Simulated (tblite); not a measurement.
C5H8Cl2OSi.
Atom-mapped SMILES: `[CH3:1][O:2][Si@@H:3]([Cl:4])[C:5]1=[C:6]([Cl:7])[CH2:8][CH2:9]1` (hydrogens: H10, H11, H12 on C1; H13 on Si3; H14, H15 on C8; H16, H17 on C9)

Computed geometry: GFN2-xTB, gas phase.

Q: What internal coordinates does the optimisation give?

A: 
| bond | length (bohr) | order |
| --- | --- | --- |
| C1–O2 | 2.644 | single |
| O2–Si3 | 3.061 | single |
| Si3–Cl4 | 3.776 | single |
| Si3–C5 | 3.547 | single |
| C5=C6 | 2.531 | double |
| C6–Cl7 | 3.227 | single |
| C6–C8 | 2.828 | single |
| C8–C9 | 2.926 | single |
| C5–C9 | 2.876 | single |
| C1–H10, C1–H11, C1–H12 | 2.062 | single |
| Si3–H13 | 2.762 | single |
| C8–H14 | 2.057 | single |
| C8–H15 | 2.057 | single |
| C9–H16 | 2.054 | single |
| C9–H17 | 2.054 | single |

Bonds in one row agree within 0.02 bohr and their mean is given. Orders are formal, as drawn. A selection of angles:
| angle | degrees |
| --- | --- |
| O2–C1–H10 | 110.8 |
| O2–C1–H11 | 107.7 |
| O2–C1–H12 | 110.5 |
| H10–C1–H11 | 109.5 |
| C1–O2–Si3 | 129.4 |
| O2–Si3–Cl4 | 102.2 |
| O2–Si3–C5 | 112.1 |
| O2–Si3–H13 | 111.6 |
| Cl4–Si3–C5 | 109.3 |
| Cl4–Si3–H13 | 110.9 |
| C5–Si3–H13 | 110.5 |
| Si3–C5–C6 | 134.8 |
| Si3–C5–C9 | 133.9 |
| C6–C5–C9 | 91.3 |
| C5–C6–Cl7 | 133.3 |
| C5–C6–C8 | 96.6 |
| Cl7–C6–C8 | 130.0 |
| C6–C8–C9 | 84.7 |
| C6–C8–H14 | 115.4 |
| C6–C8–H15 | 115.2 |
| C9–C8–H14 | 115.4 |
| C9–C8–H15 | 115.3 |
| H14–C8–H15 | 109.3 |
| C8–C9–H16 | 114.9 |
| C8–C9–H17 | 114.9 |
| C5–C9–C8 | 87.4 |
| C5–C9–H16 | 114.6 |
| C5–C9–H17 | 114.2 |
| H16–C9–H17 | 109.6 |

Dihedral angles: C1–O2–Si3–Cl4 -173° (antiperiplanar); O2–Si3–C5–C6 66° (synclinal); Si3–C5–C6–Cl7 1° (synperiplanar); C5–C6–C8–C9 0° (synperiplanar); C6–C8–C9–C5 0° (synperiplanar); Si3–C5–C9–C8 179° (antiperiplanar).

The 4 C–C bonds span 1.340 Å (C5=C6, drawn double) to 1.549 Å (C8–C9, drawn single), a spread of 0.209 Å. Of the pairs four or more bonds apart, Cl7···H10 is among the closest relative to their van der Waals radii: 3.03 Å, 103 % of the sum of Bondi's values. The 4-membered ring C5–C6–C8–C9 has internal angles of 84.7° to 96.6°; it is planar, 0.00 Å rms from its mean plane, widest ring torsion 0°. Si3 (chlorine-bound silicon) is distorted tetrahedral (angles from 102.2° to 112.1°).

Point group: C1 (no symmetry element, even within 0.4 Å). Its GFN2-xTB frequencies are all real (lowest 17 cm⁻¹). One conformer, not necessarily the lowest. 3 starts were optimised and ended at 0.00, 0.30 and 1.15 kcal/mol (GFN2-xTB); the lowest of these is shown.

Time: 3.1 s wall. Hardware: one thread, Intel Xeon at 2.50 GHz (x86_64), no GPU, on a shared host. These figures are those of the optimisation.
